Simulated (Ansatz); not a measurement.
Molecule: HS2 (charge 0, doublet). It need not be the lowest isomer of its formula. 
Coordinates optimised at B3LYP-D3(BJ)/def2-TZVP (Ansatz, a program for electronic structure):
```
S
H 1 1.3565
S 1 1.9776 2 102.01
```
Charge 0, spin multiplicity 2.

Computed values are from Ansatz. Correlated levels leave the core frozen unless marked. UHF or UKS for open shells. No spin-orbit coupling. Non-relativistic. CBS(X,Y): correlation extrapolated as X^-3; Hartree-Fock from the larger set.

Q: What is the T1 diagnostic at CCSD/def2-QZVPPD?

A: 0.026.

Q: What is the vertical ionisation energy (to the triplet) at CCSD(T)/CBS(def2-TZVPPD,def2-QZVPPD)?

A: 9.68 eV.

Q: What is the atomisation energy De at CCSD(T)/CBS(def2-TZVPPD,def2-QZVPPD)?

A: 685.7 kJ/mol.

Q: What is the total energy at CCSD(T)/CBS(def2-TZVPPD,def2-QZVPPD)?

A: -796.1136 Eh.

Q: What is the vertical electron affinity (to the singlet; negative means unbound) at CCSD(T)/CBS(def2-TZVPPD,def2-QZVPPD)?

A: 1.83 eV.
